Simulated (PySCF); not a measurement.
## Spin-orbit coupling and the first ionisation energy along the 5p block

Two-component X2C-1e calculated with PySCF 2.14: MP2 on generalised Hartree-Fock spinors (GMP2), with spin-orbit coupling off and on (screened by Boettger's factors); no Breit or QED terms. Values in eV; the references (NIST) lie between the lowest levels. Elements whose determinants are no pure J levels are left out.

| element | configurations | spin-free | with spin-orbit | shift | reference |
| --- | --- | --- | --- | --- | --- |
| In (x2c-QZVPPall-2c, [Ar] 3d10 frozen) | [Kr] 4d10 5s2 5p1 → [Kr] 4d10 5s2 | 5.461 | 5.652 | 0.190 | 5.786 |
| Te (x2c-QZVPPall-2c, [Ar] 3d10 frozen) | [Kr] 4d10 5s2 5p4 → [Kr] 4d10 5s2 5p3 | 8.549 | 8.779 | 0.229 | 9.010 |
| I (x2c-QZVPPall-2c, [Ar] 3d10 frozen) | [Kr] 4d10 5s2 5p5 → [Kr] 4d10 5s2 5p4 | 10.487 | 10.319 | -0.168 | 10.451 |
| Xe (x2c-QZVPPall-2c, [Ar] 3d10 frozen) | [Xe] → [Kr] 4d10 5s2 5p5 | 12.506 | 12.090 | -0.417 | 12.130 |

The largest shift is at Xe, -0.417 eV, where spin-orbit coupling lowers the species with fewer electrons by more than the one with more (starting occupations closed and 5p1/2^2 5p3/2^3).

What remains against the references is mostly the basis and correlation beyond MP2.
